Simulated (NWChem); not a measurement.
System: GeH2Br2; SMILES [GeH2]([Br])[Br]

This build's default masses of Se (78.918 u) and Br (79.917 u) are each other's, which moves their modes by up to 0.6 %.

### Question
Give the equilibrium geometry at PBE0/def2-SVP (NWChem) as a list of bonds and angles, with the point group.

### Answer
point group C2v; any orientation.
Bonded distances (Å): Ge1–Br2 2.300, Ge1–Br3 2.300, Ge1–H4 1.531, Ge1–H5 1.531. Angles (°): Br2–Ge1–Br3 109.6, Br2–Ge1–H4 108.1, Br2–Ge1–H5 108.1, Br3–Ge1–H4 108.1, Br3–Ge1–H5 108.1, H4–Ge1–H5 114.9.
